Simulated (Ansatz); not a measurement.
`C[CH](C)[Ga][SH]`, charge 0, multiplicity 2.

Question: Give a relaxed structure at PBE0-D4/def2-TZVP (Ansatz). (Best estimate.)

Answer: The calculation gave: 
Cartesian coordinates in Å:
```
C -1.394 0.417 0.348
C -0.047 -0.149 0.769
C 1.088 0.845 0.577
Ga 0.341 -1.801 -0.355
S 0.477 -1.326 -2.550
H -2.214 -0.286 0.514
H -1.405 0.695 -0.710
H -1.623 1.325 0.922
H -0.087 -0.476 1.811
H 0.897 1.759 1.154
H 2.051 0.448 0.907
H 1.193 1.142 -0.471
H 0.723 -2.593 -2.917
```
Point group Cs.
This is one stationary point; other conformers may exist.
